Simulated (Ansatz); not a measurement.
Geometry optimisation, UKS PBE0/def2-SVP in Ansatz.

Input file:

```yaml
crystal:
  periodic: [false, false, false]
  atoms:
    - { symbol: Al, position_ang: [0.1362, -0.1676, -0.078] }
    - { symbol: F, position_ang: [1.2659, 1.5089, 0.5359] }
    - { symbol: C, position_ang: [-0.5562, 0.3366, -1.8642] }
    - { symbol: C, position_ang: [0.9368, -1.6457, 0.9585] }
    - { symbol: H, position_ang: [0.2562, 1.55, 1.1889] }
    - { symbol: S, position_ang: [-1.3946, 1.0672, 1.6835] }
    - { symbol: H, position_ang: [-0.3675, -0.4462, -2.6049] }
    - { symbol: H, position_ang: [-0.0529, 1.241, -2.2258] }
    - { symbol: H, position_ang: [-1.6319, 0.5419, -1.8901] }
    - { symbol: H, position_ang: [0.2745, -2.5066, 1.0855] }
    - { symbol: H, position_ang: [1.1846, -1.2855, 1.9642] }
    - { symbol: H, position_ang: [1.8659, -2.0226, 0.5216] }
    - { symbol: H, position_ang: [-1.9173, 1.8286, 0.7248] }
magnetization:
  spin_polarized: true
basis:
  gaussian: { orbitals: def2-SVP }
hamiltonian:
  xc: pbe0
relax:
  f_tol: 0.15
  max_steps: 25
  restrain:
    - { distance: [0, 5], at: 3.56, k: 30.0 }
    - { distance: [4, 1], at: 2.18, k: 30.0 }
    - { distance: [0, 1], at: 1.78, k: 30.0 }
    - { distance: [4, 5], at: 1.36, k: 30.0 }
```

Launched with:

```bash
$ ansatz run input.yaml --threads 4 --pin off --max-ram 5120MiB --backend cpu --events-out ev --progress --plain --runs-dir out
```

Q: Where does it end, and by what steps?

A: The run converged. The restraints hold the end off the free minimum. After 7 steps the energy has fallen by 0.752 eV (the restraints' own energy left out); H5 moved furthest, 0.91 Å. Parted: Al1–S6. Joined: H5–S6.

```csv
step,energy less start (eV),largest force component (eV/Å),accepted
0,0.0000,2.087,yes
1,0.1748,2.498,yes
2,-0.1447,2.696,yes
3,-0.4036,1.795,yes
4,-0.6253,1.112,yes
5,-0.6953,1.186,yes
6,-0.7127,0.929,yes
7,-0.7518,1.113,yes
```

```xyz
13
Properties=species:S:1:pos:R:3
Al 0.564 -0.106 -0.212
F 1.286 1.346 0.425
C -0.397 0.143 -1.888
C 1.019 -1.728 0.759
H -0.342 1.980 1.729
S -1.616 1.602 2.012
H -0.223 -0.684 -2.597
H -0.090 1.081 -2.374
H -1.486 0.198 -1.725
H 0.260 -2.520 0.670
H 1.172 -1.514 1.828
H 1.967 -2.140 0.372
H -2.113 2.343 0.999
```

The run took 45 s on 4 threads of Arm Neoverse N1, on a shared host, peak memory 0.4 GiB.
